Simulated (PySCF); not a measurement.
The vertical singlet excitations below were computed for one of the candidates. Computed with PySCF 2.14.0, density-fitted response routines, TDDFT CAM-B3LYP/def2-SVPD, vertical, gas phase, core orbitals frozen in the response. Geometries: GFN2-xTB, one conformer each.

| state | λ (nm) | f |
| --- | --- | --- |
| S1 | 566.6 | 0.0001 |
| S2 | 359.5 | 0.263 |
| S3 | 276.5 | 0.0000 |
| S4 | 242.6 | 0.0001 |
| S5 | 231.6 | 0.053 |
| S6 | 228.3 | 0.107 |
| S7 | 222.6 | 0.0012 |
| S8 | 209.5 | 0.0017 |

**Question.** Which candidate is it? All have the formula C6H8SSi.
A. `S[SiH2]c1ccccc1`
B. `CC(=S)C1=CC=C[SiH2]1`
C. `[SiH3]SC1=C[C@@H]2C=C[C@H]12`

**Answer.** B. Its S1, at 2.19 eV, is the lowest among the candidates; the nearest of the others has S1 at 5.09 eV. S1 is HOMO→LUMO (92%). Löwdin shares by element: HOMO sulfur 75%, carbon 10% or more (atoms not listed hold the other 15%); LUMO carbon 47% or more, sulfur 24% (atoms not listed hold the other 29%). At the same level the other candidates give, for their lowest levels:
- `[SiH3]SC1=C[C@@H]2C=C[C@H]12`: 244 nm (f 0.057); 229 nm (f 0.012); 212 nm (f 0.003); 206 nm (f 0.034); 194 nm (f 0.087); T1 3.66 eV; HOMO -7.51, LUMO 0.61 eV
- `S[SiH2]c1ccccc1`: 228 nm (f 0.003); 205 nm (f 0.086); 203 nm (f 0.012); 196 nm (f 0.004); 189 nm (f 0.012); T1 4.11 eV; HOMO -8.61, LUMO 0.24 eV

The values belong to the conformer `[CH3:1][C:2](=[S:3])[C:4]1=[CH:5][CH:6]=[CH:7][SiH2:8]1`: C1–C2–C4–C5 0°.
Triplets come from the Tamm–Dancoff approximation.
